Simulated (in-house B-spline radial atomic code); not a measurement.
# Response and correlation of Re71+

Closed shell [He] 2s2. Computed with a B-spline radial code for spherical atoms: Dirac-Hartree-Fock, relativistic RPA (time-dependent Dirac-Hartree-Fock) for the response and second-order many-body perturbation theory for correlation, no-pair Dirac-Coulomb Hamiltonian, finite nucleus.

```tsv
multipole (bohr³, bohr⁵, bohr⁷)	uncoupled	coupled RPA
dipole	0.00014459	0.00021817
quadrupole	1.1428e-07	?
octupole	9.4685e-10	9.5669e-10
```

(1) What is the coupled quadrupole polarisability?

(2) Which subshells carry the dipole polarisability?

(3) What does the dipole shielding factor come to?

Dipole polarisability at imaginary frequency:

| u (Eh) | α(iu) (bohr³) |
| --- | --- |
| 0 | 0.0002182 |
| 12.2 | 0.0001026 |
| 30.5 | 6.274e-05 |
| 61.1 | 4.002e-05 |
| 91.6 | 2.696e-05 |
| 122 | 1.938e-05 |
| 183 | 1.186e-05 |
| 244 | 8.442e-06 |
| 305 | 6.537e-06 |
| 428 | 4.429e-06 |
| 611 | 2.871e-06 |
| 916 | 1.673e-06 |
| 1220 | 1.112e-06 |
| 1830 | 6.085e-07 |
| 3050 | 2.725e-07 |
| 6110 | 8.239e-08 |

(4) What dispersion coefficients follow for two such ions (the dispersion part alone)?

Lowest J = 1 odd-parity excitations:

| energy (eV) | oscillator strength | leading channel | weight |
| --- | --- | --- | --- |
| 196.75 | 0.00803 | 2s1/2 → p1/2 | 0.999 |
| 1853.3 | 0.276 | 2s1/2 → p3/2 | 0.999 |
| 11438 | 0.262 | 2s1/2 → p1/2 | 1.0 |
| 11913 | 0.361 | 2s1/2 → p3/2 | 1.0 |
| 15266 | 0.0609 | 2s1/2 → p1/2 | 1.0 |
| 15464 | 0.101 | 2s1/2 → p3/2 | 1.0 |
| 17004 | 0.0245 | 2s1/2 → p1/2 | 1.0 |
| 17104 | 0.0432 | 2s1/2 → p3/2 | 1.0 |

Second-order correlation energy by the highest angular momentum of the excited pair (hartree): s -0.02329, p -0.2555, d -0.01121, f -0.002906, g -0.001074, h -0.0004793, i -0.0002472, k -0.0001402.

(5) What is the second-order correlation energy at the partial-wave limit?

Results:

(1) 1.16e-07 atomic units, +2 % against the uncoupled value.

(2) 2s1/2 100.0 %, 1s1/2 0.0 %.

(3) The dipole shielding factor is 0.053, against the exact N/Z = 4/75 = 0.053 of the non-relativistic theorem.

(4) C6 = (3/π)∫α(iu)²du = 5.683e-07 hartree·bohr⁶ and C8 = 5.068e-09 hartree·bohr⁸.

(5) The listed waves sum to -0.29484 hartree; extrapolating the increments as (l + 1/2)⁻⁴ gives -0.29513 hartree, -2.01 eV per electron.
